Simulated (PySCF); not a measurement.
Geometry:
```csv
atom,x (Å),y (Å),z (Å)
N1,-2.412,0.515,-0.512
C2,-1.626,-0.584,-0.512
O3,-1.996,-1.694,-0.803
C4,-0.252,-0.297,-0.120
C5,0.904,-0.174,0.191
C6,2.271,0.031,0.568
Cl7,2.659,-0.941,2.014
Cl8,2.544,1.757,0.943
Cl9,3.353,-0.448,-0.769
H10,-2.061,1.422,-0.259
H11,-3.381,0.416,-0.767
```

Geometry: GFN2-xTB; GIAO shifts from PySCF, gas phase, non-relativistic, averaged over equivalent atoms.

At BP86/def2-SVP (148 basis functions, about 70 core-seconds):
```json
{"atoms": "N1", "δ (ppm)": "112.8"}
{"atoms": "C2", "δ (ppm)": "138.4"}
{"atoms": "C6", "δ (ppm)": "108.8"}
{"atoms": "C4", "δ (ppm)": "86.0"}
{"atoms": "C5", "δ (ppm)": "77.8"}
{"atoms": "O3", "δ (ppm)": "405.5"}
{"atoms": "H10", "δ (ppm)": "4.77"}
{"atoms": "H11", "δ (ppm)": "4.15"}
```

δ = σ(ref) − σ, references computed at the same level: 15N (268.66 ppm) vs NH3; TMS for 13C (191.95 ppm) and 1H (31.75 ppm); 17O (340.94 ppm) vs H2O.

**Question.** What do these become at wB97X/pcSseg-1?

**Answer.** 
| atoms | δ at wB97X/pcSseg-1 | change |
| --- | --- | --- |
| N1 | 118.8 | +6.0 |
| C2 | 155.4 | +17.0 |
| C6 | 95.5 | -13.3 |
| C4 | 93.5 | +7.5 |
| C5 | 82.6 | +4.8 |
| O3 | 437.7 | +32.2 |
| H10 | 5.14 | +0.37 |
| H11 | 4.78 | +0.63 |

δ = σ(ref) − σ, references computed at the same level: NH3 for 15N (σ = 268.57 ppm); TMS for 13C (σ = 189.62 ppm), 1H (σ = 31.81 ppm); 17O (σ = 337.45 ppm) vs H2O.

The largest change is at O3 (amide-type carbonyl oxygen). Cost: 184 basis functions, of the order of 100 core-seconds. The order of the carbon signals is the same at both levels.

Carbons that carry Cl, above all several Cl atoms, come out too deshielded, partly because spin–orbit coupling is missing. Hydrogen bonding in solution deshields acid and N–H amide carbonyl carbons by as much as 10 ppm beyond these values. Unscaled 17O shifts of doubly bonded oxygen tend to come out too high, by tens of ppm or more. Experimental scales use liquid or dissolved standards, which lie at an offset from isolated NH3 (liquid NH3: subtract about 20 ppm) and H2O (liquid H2O: subtract about 36 ppm).
